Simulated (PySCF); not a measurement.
## Electronic structure of Nd⁺ (neodymium, charge +1) at the PBE0 level

Configuration: [Xe] 4f3 5d1 6s1, one real determinant (an excited configuration). Computed with PySCF 2.14 in ANO-RCC-VTZP (8s7p5d3f2g1h, 104 functions), with scalar relativity by spin-free X2C-1e.

```
Total energy                                                  : -9622.29 hartree
One-electron energy                                           : -13111.37 hartree
Hartree (Coulomb) energy                                      : 3713.77 hartree
Exchange-correlation energy                                   : -224.70 hartree
⟨S²⟩                                                          : 8.7524
⟨L²⟩                                                          : 40.026
Sum of ⟨r⟩                                                    : 39.90 bohr
Sum of ⟨r²⟩                                                   : 64.05 bohr²
Traceless quadrupole moment −½Σ⟨3z² − r²⟩ along its main axis : -2.16 e·bohr²
Langevin diamagnetic susceptibility                           : -50.7 ×10⁻⁶ cm³/mol
Time after the integrals                                      : about 6 core-seconds
```

| shell | electrons | mean orbital energy (eV) | spread (eV) | rms radius, mean of both spins (bohr) |
| --- | --- | --- | --- | --- |
| 1s α | 1 | -43425.1 | 0 | 0.0269 |
| 1s β | 1 | -43425.1 | 0 | 0.0269 |
| 2s α | 1 | -7064.5 | 0 | 0.109 |
| 2s β | 1 | -7064.4 | 0 | 0.109 |
| 2p α | 3 | -6324.0 | 0.074 | 0.0978 |
| 2p β | 3 | -6323.9 | 0.110 | 0.0978 |
| 3s α | 1 | -1557.0 | 0 | 0.284 |
| 3s β | 1 | -1555.9 | 0 | 0.284 |
| 3p α | 3 | -1321.2 | 0.301 | 0.284 |
| 3p β | 3 | -1320.1 | 0.404 | 0.284 |
| 3d α | 5 | -989.60 | 0.209 | 0.262 |
| 3d β | 5 | -988.59 | 0.490 | 0.262 |
| 4s α | 1 | -326.81 | 0 | 0.644 |
| 4s β | 1 | -323.91 | 0 | 0.644 |
| 4p α | 3 | -248.51 | 0.427 | 0.684 |
| 4p β | 3 | -245.49 | 0.727 | 0.684 |
| 4d α | 5 | -135.47 | 0.418 | 0.758 |
| 4d β | 5 | -132.04 | 1.116 | 0.758 |
| 5s α | 1 | -53.470 | 0 | 1.54 |
| 5s β | 1 | -51.573 | 0 | 1.54 |
| 5p α | 3 | -33.334 | 0.200 | 1.79 |
| 5p β | 3 | -31.597 | 0.958 | 1.79 |
| 4f α | 3 | -17.236 | 0.413 | 1.11 |
| 5d α | 1 | -10.367 | 0 | 2.87 |
| 6s α | 1 | -9.711 | 0 | 4.16 |

⟨L²⟩ = 40.03 against 72 for a pure L term, so this real determinant mixes terms. Spin-orbit coupling, absent here, splits the open shell strongly.

Densities and radii are taken from the X2C orbitals without a picture-change correction, which distorts them close to the nucleus.
